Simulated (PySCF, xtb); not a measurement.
C3H5N3, SMILES N=c1[nH]cc[nH]1.

Harmonic wavenumbers (cm⁻¹) from GFN2-xTB (xtb) at its own minimum, in rising order: 215, 375, 413, 425, 552, 633, 683, 698, 743, 766, 845, 959, 1044, 1082, 1096, 1131, 1209, 1281, 1337, 1355, 1609, 1761, 3177, 3194, 3409, 3520, 3543.

Question: What does B3LYP-D3(BJ)/def2-SVP in PySCF give at its own minimum? (An estimate is asked for; the answer gives what the named calculation found.)

Answer: 172, 337, 432, 460, 598, 649, 672, 731, 738, 813, 906, 961, 1048, 1089, 1126, 1139, 1284, 1377, 1402, 1450, 1650, 1779, 3273, 3293, 3530, 3692, 3693. Paired by order, the mean absolute difference is 53 cm⁻¹ and the zero-point energies are 53.0 and 54.7 kcal/mol.
